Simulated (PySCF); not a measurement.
A mixed set of molecules. Level of theory: TDDFT wB97X-D/def2-SVPD, vertical, gas phase, core orbitals frozen in the response, def2 core potentials past Kr (PySCF 2.14.0, density-fitted response routines). Geometries: PBE0-D3(BJ)/def2-SVP; one conformer of each isolated species. Triplets are in the Tamm–Dancoff approximation. Atoms past krypton carry core potentials; spin–orbit coupling is left out.

Problem. Rank by computed lowest triplet energy, lowest first.
A. `B[C@@H]1C[C@@H]1C1CC1`
B. `C(B1CCCC1)=C`
C. `[F][Zr]([F])([F])[Br]`
D. `S=C=[N][Ti]([Cl])([Cl])[N]=C=S`
E. `CB(C)[C@H]1[C@@H]2C[C@@H]21`

Solution. D (3.05 eV), B (3.89 eV), A (5.20 eV), E (5.46 eV), C (5.72 eV).

| SMILES | T1 (eV) | α (au) | f (S1) | HOMO (eV) | first f ≥ 0.01 (nm) | S1 mainly |
| --- | --- | --- | --- | --- | --- | --- |
| S=C=[N][Ti]([Cl])([Cl])[N]=C=S | 3.05 | 179.6 | 0.000 | -9.80 | 365 | H→L+1 (75%) |
| C=CB1CCCC1 | 3.89 | 83.9 | 0.000 | -9.89 | 197 | H-1→L (51%) |
| B[C@@H]1C[C@@H]1C1CC1 | 5.20 | 82.3 | 0.010 | -9.31 | 219 | H→L (73%) |
| CB(C)[C@H]1[C@@H]2C[C@@H]21 | 5.46 | 81.3 | 0.002 | -9.02 | 162 | H→L (88%) |
| [F][Zr]([F])([F])[Br] | 5.72 | 57.5 | 0.000 | -11.17 | 186 | H-1/H→L/L+1 (98%) |

H and L stand for HOMO and LUMO. A slash joins orbitals within 0.01 eV of each other, whose weights are summed (≥ marks a lower bound).

- `S=C=[N][Ti]([Cl])([Cl])[N]=C=S`: for S1 the Löwdin share of titanium is at most 13% in HOMO and 65% in LUMO+1 (ligand-to-metal charge transfer by this measure).
- `C=CB1CCCC1`: Löwdin shares by element: HOMO carbon 56% or more, boron 14% (atoms not listed hold the other 30%); LUMO carbon 55% or more, boron 24% (atoms not listed hold the other 20%).
- `B[C@@H]1C[C@@H]1C1CC1`: Löwdin shares by element: HOMO carbon 62% or more (atoms not listed hold the other 38%); LUMO boron 49%, hydrogen 20% or more, carbon 12% or more (atoms not listed hold the other 19%).
- `CB(C)[C@H]1[C@@H]2C[C@@H]21`: Löwdin shares by element: HOMO carbon 80% or more (atoms not listed hold the other 20%); LUMO boron 38%, carbon 33% or more (atoms not listed hold the other 29%).
- `[F][Zr]([F])([F])[Br]`: for S1 the Löwdin share of zirconium is 9% in HOMO-1 and 71% in LUMO (ligand-to-metal charge transfer by this measure).
